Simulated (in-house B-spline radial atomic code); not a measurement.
## OLYP excitations of Sn III (Sn2+)

Method: OLYP. Computed with an all-electron radial atomic-structure program (B-spline basis): linear response of the closed shell [Kr] 4d10 5s2 with the functional's adiabatic kernel; scalar-relativistic (spin-free one-electron X2C), finite nucleus, no spin-orbit coupling, no double excitations, S, P, D and F terms only; shells from n = 3 respond. Only terms of natural parity with L up to 3 were computed.

Command:
```bash
python run_td.py task.json out
```
Settings (radii: box in bohr, nucleus in fm):
```
Z                        50
electrons                48
configuration            [Kr] 4d10 5s2
hamiltonian              x2c
method                   optx,lyp
box_radius               29.48
rms_radius               4.6519
intervals                73
```

Run time, properties included: 3.1 s on 1 thread of Arm Neoverse N1, on a shared host.

The lowest states, in the order of their Tamm-Dancoff energies; the method's threshold (minus the highest occupied level) is 25.708 eV. Labels give the largest channel, * marks a mixed state, and oscillator strengths are full-response dipole values. Semilocal kernels can invert the small singlet-triplet splittings of Rydberg terms. Energies in eV:

```
     state  full response  Tamm-Dancoff  oscillator strength
5s → 5p 3P          6.856         7.040                    -
5s → 5p 1P          9.881        10.307                 1.61
5s → 6s 3S         16.273        16.285                    -
5s → 5d 3D              ?             ?                    -
5s → 6s 1S         16.687        16.732                    -
5s → 5d 1D         17.053        17.072                    -
5s → 6p 3P         18.487        18.507                    -
5s → 6p 1P         18.711        18.756              0.00241
5s → 4f 3F         20.910        20.930                    -
5s → 4f 1F         20.963        20.970                    -
5s → 7s 3S         21.342        21.346                    -
5s → 7s 1S              ?             ?                    -
5s → 6d 3D         21.571        21.581                    -
5s → 6d 1D         21.713        21.718                    -
```

Question: Where does 5s → 5d 3D lie?

Answer: At 16.603 eV in full response, 16.640 eV in Tamm-Dancoff.

Question: Where does 5s → 7s 1S lie?

Answer: At 21.457 eV in full response, 21.469 eV in Tamm-Dancoff.

Question: How large is the singlet-triplet splitting of 5s → 5p (P terms) in Tamm-Dancoff?

Answer: 3.27 eV, from the unrounded values.

Question: What polarisabilities and dispersion coefficient does the method give?

Answer: Dipole 15.24 bohr³, quadrupole 57.76 bohr⁵, C6 86.32 hartree·bohr⁶ for two such species.
